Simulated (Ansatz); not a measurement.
Reaction (isomerisation): `FCO[SiH2][SiH3]` → `CO[SiH](F)[SiH3]`

Calculated with Ansatz (gas phase, PBE0-D4/def2-TZVP geometries, no zero-point term in ΔE). CBS: MP2 limit from def2 TZ/QZ plus the TZ coupled-cluster correction, frozen cores. One conformer a species, not always the lowest.

```json
{"species": "`FCO[SiH2][SiH3]`", "CCSD(T)/def2-TZVPP energy (Eh)": "-795.24181"}
{"species": "`CO[SiH](F)[SiH3]`", "CCSD(T)/def2-TZVPP energy (Eh)": "-795.31655"}
```

Question: Work out ΔE.

Answer: ΔE = (-795.31655) − (-795.24181) = -0.07474 Eh = -196.2 kJ/mol. CCSD(T)/CBS gives -202.2 kJ/mol.

Largest T1 diagnostic among the species: 0.013.

From PBE to PBE0 (25 % exact exchange), in def2-TZVPP and without D4, ΔE moves by −4.7 kJ/mol.
